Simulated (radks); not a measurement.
Species: Co4+. Configuration: [Ar] 3d5. All-electron calculation, Dirac Kohn-Sham, PBE, spin-unpolarised, spherical densities, finite nucleus; open shells fill j = l - 1/2 first; Fermi nuclear charge, rms radius 3.7875 fm. Program: a radial shooting solver on a logarithmic mesh with Libxc functionals.

Normalised radial functions P(r) = r R(r) (large component), r in bohr:

| r | 2p1/2 | 3s1/2 | 3d5/2 |
|---|---|---|---|
| 0.003791 | 0.0110 | 0.1178 | 0.0000 |
| 0.004781 | 0.0165 | 0.1438 | 0.0000 |
| 0.006078 | 0.0250 | 0.1753 | 0.0000 |
| 0.007726 | 0.0380 | 0.2116 | 0.0001 |
| 0.009744 | 0.0571 | 0.2504 | 0.0002 |
| 0.01239 | 0.0868 | 0.2929 | 0.0004 |
| 0.01562 | 0.1294 | 0.3332 | 0.0007 |
| 0.01986 | 0.1940 | 0.3687 | 0.0014 |
| 0.02504 | 0.2838 | 0.3894 | 0.0026 |
| 0.03184 | 0.4140 | 0.3861 | 0.0051 |
| 0.04047 | 0.5912 | 0.3439 | 0.0098 |
| 0.05104 | 0.8129 | 0.2533 | 0.0180 |
| 0.06489 | 1.0923 | 0.0994 | 0.0330 |
| 0.08183 | 1.3952 | -0.1047 | 0.0578 |
| 0.104 | 1.7052 | -0.3480 | 0.1003 |
| 0.1322 | 1.9508 | -0.5692 | 0.1673 |
| 0.1668 | 2.0560 | -0.6841 | 0.2629 |
| 0.212 | 1.9665 | -0.6143 | 0.3982 |
| 0.2674 | 1.6761 | -0.3171 | 0.5611 |
| 0.3399 | 1.2253 | 0.1914 | 0.7460 |
| 0.4321 | 0.7456 | 0.7587 | 0.9163 |
| 0.5449 | 0.3732 | 1.1658 | 1.0272 |
| 0.6927 | 0.1391 | 1.2806 | 1.0465 |
| 0.8736 | 0.0389 | 1.0872 | 0.9598 |
| 1.111 | 0.0069 | 0.7163 | 0.7806 |
| 1.401 | 0.0008 | 0.3710 | 0.5623 |
| 1.78 | 0.0000 | 0.1389 | 0.3416 |
| 2.263 | 0.0000 | 0.0360 | 0.1688 |
| 2.854 | 0.0000 | 0.0063 | 0.0657 |

2p1/2: eigenvalue -842.78 eV, 0 radial nodes, <r> = 0.223 bohr, 90 % of the charge inside 0.365 bohr. 3s1/2: eigenvalue -162.56 eV, 2 radial nodes at r = 0.0731, 0.313 bohr, <r> = 0.760 bohr, 90 % of the charge inside 1.13 bohr. 3d5/2: eigenvalue -65.803 eV, 0 radial nodes, <r> = 0.880 bohr, 90 % of the charge inside 1.46 bohr.
